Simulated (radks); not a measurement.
Spherical quantum dot in the effective-mass picture: electrons in a parabolic well V = omega^2 r^2 / 2 with omega = 3.98, with a point charge +1 (a donor) at the centre, all in effective atomic units (hartree* = m*/eps^2 hartree, bohr* = eps/m* bohr), one dielectric constant everywhere. Method: non-relativistic Kohn-Sham, PBE, spin-polarised, spherical densities; computed with a radial shooting solver with Libxc functionals. Levels are named by radial order and angular momentum (1s, 1p, 1d, 2s, ...), and open shells are averaged over m. Results are scaled to m* = 0.086 and eps = 14, for which hartree* = 11.94 meV and bohr* = 8.615 nm.

N = 16, configuration 1s2 1p6 1d(up 5, down 1) 2s2. This is the lowest configuration that the search found. Occupied and some empty levels:

level    occupation  eigenvalue (meV)  <r> (nm)
1s up             1            247.64     5.491
1s down           1            248.84     5.428
1p up             3            284.57     7.507
1p down           3            286.52     7.480
2s up             1            318.26     7.852
2s down           1            319.72     7.891
1d up             5            320.31     8.829
1d down           1            322.49     8.832
1f up             0            357.53     9.890
1f down           0            359.66     9.911
2p up             0            361.61     9.060
2p down           0            362.94     9.082
1g up             0            396.24     10.81
1g down           0            398.19     10.84

Energy (meV): total 3319.07, kinetic 859.79, external 1134.1, Hartree 1509.0, exchange-correlation -183.90.

Electron density:

r (nm)  n(r) (e/nm^3)
0.747         0.01073
1.58         0.008511
2.41         0.006701
3.24         0.005397
4.07         0.004584
4.90         0.004133
5.74         0.003859
6.57         0.003585
7.40         0.003198
8.23         0.002674
9.06         0.002068
9.90         0.001465
10.7        0.0009515
11.6        0.0005616
12.4        0.0003046
13.2        0.0001502
14.1       0.00006838
14.9       0.00002826
15.7       0.00001079
16.5        3.728e-06
